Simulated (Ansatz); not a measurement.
CH$_{6}$BNOSi. Charge 0, multiplicity 1. The bonds changed during the relaxation, so this is another structure than the one it started from. The structure was optimised at the PBE0-D4/def2-TZVP level.

```xyz
11

B    -0.080   -0.724    1.268
Si   -1.052    0.777    0.429
N     0.002   -0.599   -0.313
C     0.819    0.497   -0.865
O     0.117    1.648   -0.435
H    -0.809   -1.623    1.579
H     0.931   -0.494    1.868
H    -2.392    0.971   -0.200
H    -0.212   -1.380   -0.912
H     1.836    0.482   -0.461
H     0.841    0.445   -1.958
```

Task: What is the dipole moment at ωB97M-V/def2-TZVPP? (An estimate is asked.)

Result: The calculation gave: 2.70 D, with components (-0.30, -0.86, -2.54) D in this frame, pointing from negative to positive charge.

Task: And with PBE, r2SCAN, B3LYP? (An estimate is asked.)

Result: Ansatz gave: PBE 2.75 D, r2SCAN 2.79 D, B3LYP 2.70 D.

Task: Give the Mulliken charges with ωB97M-V, r2SCAN, PBE in def2-TZVPP. (Best estimate.)

Result: Computed: 
| atom | ωB97M-V | r2SCAN | PBE |
| --- | --- | --- | --- |
| B1 | -0.29 | -0.15 | -0.18 |
| Si2 | 0.32 | 0.37 | 0.27 |
| N3 | -0.17 | -0.17 | -0.12 |
| C4 | 0.10 | 0.24 | 0.11 |
| O5 | -0.40 | -0.43 | -0.35 |
| H6 | 0.08 | 0.00 | 0.01 |
| H7 | 0.06 | -0.01 | 0.01 |
| H8 | -0.03 | -0.09 | -0.07 |
| H9 | 0.12 | 0.15 | 0.15 |
| H10 | 0.11 | 0.05 | 0.08 |
| H11 | 0.10 | 0.04 | 0.07 |

B3LYP here is the variant with VWN-RPA as its local correlation; programs differ in this.
